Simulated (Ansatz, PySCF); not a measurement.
Molecule: SiCl2, charge 0, multiplicity 1. SMILES: Cl[Si]Cl
Geometry: optimised at B3LYP-D3(BJ)/def2-TZVP (Ansatz, a program for electronic structure).

Wanted: vertical triplet-singlet gap (E(triplet) - E(singlet); each state is the SCF solution reached for its spin; for the singlet the Hartree-Fock reference is unstable and T1 is 0.013), in kcal/mol. Correlated levels leave the core frozen unless marked. Open shells are spin-unrestricted. No spin-orbit coupling. Non-relativistic. CBS(X,Y): correlation extrapolated as X^-3; Hartree-Fock from the larger set. [CCSD(T)-MP2]/basis is that difference in the basis named.

```csv
level,program,vertical triplet-singlet gap (kcal/mol),minus last row
HF/aug-cc-pV(D+d)Z,Ansatz,39.1,-19.1
HF/aug-cc-pV(T+d)Z,Ansatz,38.5,-19.7
B3LYP/def2-TZVPD,Ansatz,56.9,-1.3
BHLYP/def2-TZVPD,Ansatz,55.3,-2.9
M06-2X/def2-TZVPD,PySCF,55.2,-3.0
wB97M-V/def2-TZVPD,Ansatz,62.6,4.4
wB97X-V/def2-TZVPD,Ansatz,57.4,-0.8
B2PLYP/def2-TZVPD,Ansatz,56.9,-1.3
MP2/aug-cc-pV(D+d)Z,Ansatz,54.0,-4.2
MP2/aug-cc-pV(T+d)Z,Ansatz,55.3,-2.9
RI-MP2/aug-cc-pV(Q+d)Z,Ansatz,55.9,-2.3
SCS-MP2/aug-cc-pV(D+d)Z,Ansatz,56.5,-1.7
CCSD/aug-cc-pV(T+d)Z,Ansatz,55.9,-2.3
CCSD(T)/aug-cc-pV(T+d)Z,Ansatz,57.0,-1.2
"RI-MP2/CBS(aug-cc-pV(T+d)Z,aug-cc-pV(Q+d)Z)+[CCSD(T)-MP2]/aug-cc-pV(T+d)Z",Ansatz,58.2,0.0
```
